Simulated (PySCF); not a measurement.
SMILES C(=C\C=C\F)/C=C/Cl, C$_{6}$H$_{6}$ClF

Geometry:
```json
{"atom": "F1", "x (Å)": "-3.717", "y (Å)": "0.053", "z (Å)": "0.442"}
{"atom": "C2", "x (Å)": "-2.522", "y (Å)": "0.613", "z (Å)": "0.323"}
{"atom": "C3", "x (Å)": "-1.414", "y (Å)": "-0.111", "z (Å)": "0.120"}
{"atom": "C4", "x (Å)": "-0.106", "y (Å)": "0.480", "z (Å)": "-0.014"}
{"atom": "C5", "x (Å)": "1.030", "y (Å)": "-0.227", "z (Å)": "-0.214"}
{"atom": "C6", "x (Å)": "2.336", "y (Å)": "0.371", "z (Å)": "-0.346"}
{"atom": "C7", "x (Å)": "3.455", "y (Å)": "-0.347", "z (Å)": "-0.540"}
{"atom": "Cl8", "x (Å)": "5.016", "y (Å)": "0.355", "z (Å)": "-0.698"}
{"atom": "H9", "x (Å)": "-2.550", "y (Å)": "1.705", "z (Å)": "0.405"}
{"atom": "H10", "x (Å)": "-1.515", "y (Å)": "-1.199", "z (Å)": "0.056"}
{"atom": "H11", "x (Å)": "-0.039", "y (Å)": "1.573", "z (Å)": "0.053"}
{"atom": "H12", "x (Å)": "0.968", "y (Å)": "-1.319", "z (Å)": "-0.280"}
{"atom": "H13", "x (Å)": "2.412", "y (Å)": "1.462", "z (Å)": "-0.283"}
{"atom": "H14", "x (Å)": "3.455", "y (Å)": "-1.437", "z (Å)": "-0.612"}
```

Method: PySCF, quadratic response CAM-B3LYP/aug-cc-pVDZ first hyperpolarisability, Taylor convention, gas phase. Geometry: PBE0-D3(BJ)/def2-SVP.

(1) Give the tensor of the second harmonic β(−2ω;ω,ω) at 1907 nm in the axes of these coordinates.

Results:

(1) In au, Taylor convention; rows are the first index (the induced dipole):
```tsv
	xx	yy	zz	xy	xz	yz
x	-69.1	+11.7	-4.9	-42.2	+4.8	+6.2
y	-39.9	-11.6	-5.9	+11.7	+5.8	-1.6
z	+5.0	-1.6	+0.9	+6.1	-4.9	-5.8
```
Norm of βᵢ = ⅓ Σⱼ (βᵢⱼⱼ + βⱼᵢⱼ + βⱼⱼᵢ): 85.8 au, hyper-Rayleigh value 40.0 au.
